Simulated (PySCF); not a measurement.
C₄H₅BO₂, SMILES O(B(O)C#C)C=C.

The structure is a stationary point at TPSSh-D3(BJ)/def2-SVP. This is a generated structure with no PubChem entry under its InChIKey; it may be hypothetical. Other conformers were not sampled.

Vertical ionisation energy (IE) and electron affinity (EA) in eV. Rows of orbital energies are one-electron estimates. Where ΔSCF, EOM or ADC give a negative EA the extra electron is unbound and the value depends on the basis.

```
level                                        IE     EA
-----------------------------------------  ----  -----
−ε(HOMO), −ε(LUMO), HF/def2-TZVP (PySCF)   9.57  -2.78
−ε(HOMO), −ε(LUMO), PBE/def2-TZVP (PySCF)     …      …
```

Task: Fill in the missing entries. (An estimate is asked for; the answer gives what the named calculation found.)

Result: 
- −ε(HOMO), −ε(LUMO), PBE/def2-TZVP (PySCF), IE: 5.97
- −ε(HOMO), −ε(LUMO), PBE/def2-TZVP (PySCF), EA: 1.86
